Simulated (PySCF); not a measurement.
# Atomic charges by several schemes

Compound: C₂H₇F₄PSi₂.
Geometry (GFN2-xTB, Å), atoms numbered from 1 in this order:
```
atom  x, y, z in Å
F1    -0.6411   -2.3628    1.1271
Si2   -0.0377   -1.4749   -0.0807
C3    -1.5868   -0.5406   -0.7355
C4    -1.8172    0.7428   -0.0041
F5    -1.8799    0.5868    1.3288
F6    -0.8234    1.6353   -0.2183
F7    -2.9509    1.3692   -0.3615
Si8    1.6485   -0.1708    0.8320
P9     2.7207    0.9072   -0.8165
H10    0.2134   -2.4838   -1.1073
H11   -1.4970   -0.2965   -1.7924
H12   -2.4779   -1.1547   -0.6071
H13    1.1592    0.7194    1.8959
H14    2.6601   -1.0447    1.4455
H15    1.7921    1.9198   -0.9512
H16    3.5103    1.6574    0.0336
```

Density: PBE0/pcSseg-1 (PySCF); schemes: Mulliken, IAO, Hirshfeld and ESP-fitted. One conformer (not necessarily the lowest) at the GFN2-xTB geometry, without solvent, vibrations or thermal averaging.

Question: Give the atomic charges in each scheme.

Answer: In e; atoms taken as equivalent share a row and are averaged (×n: the atom named and its like, n in all):

| atom | environment | Mulliken | IAO | Hirshfeld | ESP-fitted |
| --- | --- | --- | --- | --- | --- |
| F1 | silicon-bound fluorine | -0.424 | -0.542 | -0.210 | -0.331 |
| Si2 | fluorine-bound silicon | +0.872 | +0.950 | +0.354 | +0.632 |
| C3 | sp3 carbon bound to silicon | -0.593 | -0.605 | -0.188 | -0.444 |
| C4 | CF3 carbon | +0.757 | +0.807 | +0.257 | +0.686 |
| F5/F6/F7 | fluorine of a CF3 group | -0.272 | -0.288 | -0.090 | -0.230 |
| Si8 | SiH2 silicon | +0.030 | +0.252 | +0.184 | +0.107 |
| P9 | three-coordinate phosphorus | -0.223 | -0.097 | -0.023 | -0.390 |
| H10 | Si–H hydrogen | -0.096 | -0.123 | -0.072 | -0.120 |
| H11 | methylene hydrogen | +0.171 | +0.180 | +0.056 | +0.146 |
| H12 | methylene hydrogen | +0.182 | +0.189 | +0.062 | +0.156 |
| H13 | Si–H hydrogen | 0.000 | -0.077 | -0.067 | -0.044 |
| H14 | Si–H hydrogen | -0.009 | -0.082 | -0.068 | -0.009 |
| H15/H16 | P–H hydrogen | +0.073 | +0.006 | -0.007 | +0.150 |

Mean size of the charges over all atoms: IAO 0.299 e, Mulliken 0.270 e, ESP-fitted 0.253 e, Hirshfeld 0.114 e. Each set sums to the total charge, 0, to within 0.001 e. The Hirshfeld scheme divides the density at each point in proportion to the densities of the neutral, spherically averaged free atoms.

Some averages cover members that differ in this geometry: F5/F6/F7, ESP-fitted -0.239 to -0.213 e.

Lowest charge. The schemes don't all agree: Mulliken C3 (-0.593); IAO C3 (-0.605); Hirshfeld F1 (-0.210); ESP-fitted C3 (-0.444).

Highest charge. The schemes don't all agree: Mulliken Si2 (+0.872); IAO Si2 (+0.950); Hirshfeld Si2 (+0.354); ESP-fitted C4 (+0.686).

Question: How closely do the schemes follow one another over all atoms?

Answer: Correlation coefficient and root-mean-square difference: Mulliken with IAO 0.98, 0.083 e; IAO with Hirshfeld 0.98, 0.263 e; Mulliken with ESP-fitted 0.97, 0.096 e; IAO with ESP-fitted 0.94, 0.149 e; Mulliken with Hirshfeld 0.92, 0.242 e; Hirshfeld with ESP-fitted 0.89, 0.196 e.

Question: How many electrons does the Hirshfeld scheme count on F7?

Answer: Its own charge is -0.101 e, so Z − q = 9.100.

Question: Sum the charges by element, for elements with more than one atom.

Answer: 
| element | atoms | Mulliken | IAO | Hirshfeld | ESP-fitted |
| --- | --- | --- | --- | --- | --- |
| F | 4 | -1.240 | -1.406 | -0.481 | -1.020 |
| Si | 2 | +0.902 | +1.202 | +0.538 | +0.739 |
| C | 2 | +0.165 | +0.202 | +0.069 | +0.242 |
| H | 7 | +0.395 | +0.099 | -0.104 | +0.430 |

The run behind these numbers computed NMR shieldings as well. Hardware: one thread, Intel Xeon Platinum 8259CL at 2.50 GHz (x86_64), on a shared host. Cost: 74 s, 0.94 GiB resident at most.
